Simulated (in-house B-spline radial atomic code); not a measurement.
## PBE excitations of Te4+

Method: PBE. Computed with a B-spline radial code for spherical atoms: linear response of the closed shell [Kr] 4d10 5s2 with the functional's adiabatic kernel; non-relativistic, point nucleus, no spin-orbit coupling, no double excitations, S, P, D and F terms only; shells from n = 3 respond. Only terms of natural parity with L up to 3 were computed.

Without relativity these are model numbers for so heavy an element.

Command:
```bash
python run_td.py task.json out
```
Settings (radii: box in bohr, nucleus in fm):
```
Z                        52
electrons                48
configuration            [Kr] 4d10 5s2
hamiltonian              nr
method                   pbe,pbe
box_radius               19.1
intervals                56
```

Cost of the run: 1.1 s on 1 thread of Intel(R) Xeon(R) 6975P-C (Granite Rapids), on a shared host.

The lowest states, in the order of their Tamm-Dancoff energies; the method's threshold (minus the highest occupied level) is 51.34 eV. Labels give the largest channel, * marks a mixed state, and oscillator strengths are full-response dipole values. Semilocal kernels can invert the small singlet-triplet splittings of Rydberg terms. Energies in eV:

| state | full response | Tamm-Dancoff | oscillator strength |
| --- | --- | --- | --- |
| 5s → 5p 3P | 8.817 | 8.923 | - |
| 5s → 5p 1P | ? | ? | ? |
| 5s → 5d 3D | 23.934 | 23.964 | - |
| 5s → 5d 1D | 25.027 | 25.051 | - |
| 5s → 6s 3S | 28.155 | 28.159 | - |
| 5s → 4f 3F | 28.792 | 28.838 | - |
| 5s → 6s 1S | 28.883 | 28.916 | - |
| 5s → 4f 1F | ? | ? | - |
| 5s → 6p 3P | 31.76 | 31.76 | - |
| 5s → 6p 1P | 32.07 | 32.11 | 0.0787 |

Task: Where does 5s → 5p 1P lie?

Result: At 12.429 eV in full response, 13.020 eV in Tamm-Dancoff, oscillator strength 1.51.

Task: Where does 5s → 4f 1F lie?

Result: At 29.670 eV in full response, 29.679 eV in Tamm-Dancoff.

Task: How large is the singlet-triplet splitting of 5s → 5p (P terms) in Tamm-Dancoff?

Result: 4.1 eV, from the unrounded values.

Task: What polarisabilities and dispersion coefficient does the method give?

Result: Dipole 8.8 bohr³, quadrupole 21.36 bohr⁵, C6 36.3 hartree·bohr⁶ for two such species.
